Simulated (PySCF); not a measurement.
C3H8BNO, SMILES B1(OC[C@@H]1C)N. Atoms are numbered in the order given.

```xyz
14

C     -1.5450    -1.1851     0.6552
C     -0.6791    -0.4834    -0.3884
C     -0.8617     1.0473    -0.5554
O      0.5235     1.3716    -0.2393
B      0.7920     0.0244    -0.0297
N      2.0133    -0.5256     0.3812
H     -1.2073    -2.2220     0.8157
H     -1.4956    -0.6697     1.6287
H     -2.6057    -1.2268     0.3529
H     -0.7451    -1.0053    -1.3580
H     -1.1198     1.3982    -1.5683
H     -1.5425     1.5138     0.1771
H      2.8342     0.0419     0.5636
H      2.1556    -1.5186     0.5145
```
Charge 0, spin multiplicity 1.

The structure is a stationary point at TPSSh-D3(BJ)/def2-SVP. The structure was generated by enumeration; whether it is a known compound was not checked. The values are those of a single conformer.

Calculation: TDA-B3LYP/def2-SVPD in PySCF.

Vertical excitations. 

```
state  energy (eV)  λ (nm)      f                                                                   main pairs
-----  -----------  ------  -----  ---------------------------------------------------------------------------
S1            6.42     193  0.023                                                               HOMO→LUMO 97 %
S2            6.94     179  0.009                                                             HOMO−1→LUMO 97 %
S3            7.33     169  0.009                                                             HOMO→LUMO+1 88 %
S4            7.50     165  0.032                                                           HOMO−1→LUMO+1 81 %
S5            7.60     163  0.017                                           HOMO→LUMO+2 64 %, HOMO−2→LUMO 16 %
S6            7.63     162  0.004                                                             HOMO−2→LUMO 80 %
S7            7.99     155  0.005                                                             HOMO→LUMO+3 93 %
S8            8.00     155  0.040                                                           HOMO−1→LUMO+2 86 %
S9            8.07     154  0.033                                                             HOMO−3→LUMO 79 %
S10           8.12     153  0.059  HOMO−1→LUMO+4 33 %, HOMO→LUMO+4 31 %, HOMO−2→LUMO+1 11 %, HOMO−1→LUMO+2 6 %
T1            6.21     200      0                                                               HOMO→LUMO 93 %
T2            6.61     188      0                                           HOMO→LUMO+1 62 %, HOMO→LUMO+4 28 %
T3            6.76     183      0                                         HOMO−1→LUMO 76 %, HOMO−1→LUMO+1 15 %
T4            7.11     174      0                     HOMO−1→LUMO+1 53 %, HOMO−1→LUMO 21 %, HOMO−1→LUMO+4 18 %
```
Triplets are in the Tamm–Dancoff approximation.
